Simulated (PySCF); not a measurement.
# PBE on Be (beryllium, neutral)

Configuration: [He] 2s1 2p1, high-spin 3P determinant (an excited configuration). Calculation: PySCF 2.14, in aug-cc-pVTZ; the non-relativistic Hamiltonian (point nucleus).

- Total energy: -14.5438 hartree
- One-electron energy: -18.9023 hartree
- Hartree (Coulomb) energy: 7.1091 hartree
- Exchange-correlation energy: -2.7506 hartree
- Kinetic energy: 14.40341 hartree
- ⟨S²⟩: 2.0000
- ⟨L²⟩: 2.003
- Sum of ⟨r⟩: 6.268 bohr
- Sum of ⟨r²⟩: 18.74 bohr²
- Traceless quadrupole moment −½Σ⟨3z² − r²⟩ along its main axis: -4.48 e·bohr²
- Density at the nucleus (Gaussians lack the cusp): 33.6 bohr⁻³
- Spin density at the nucleus: 0.690 bohr⁻³
- Langevin diamagnetic susceptibility: -14.8 ×10⁻⁶ cm³/mol

| shell | electrons | mean orbital energy (eV) | rms radius, mean of both spins (bohr) |
| --- | --- | --- | --- |
| 1s α | 1 | -107.05 | 0.490 |
| 1s β | 1 | -106.49 | 0.490 |
| 2s α | 1 | -6.583 | 2.76 |
| 2p α | 1 | -3.121 | 3.26 |
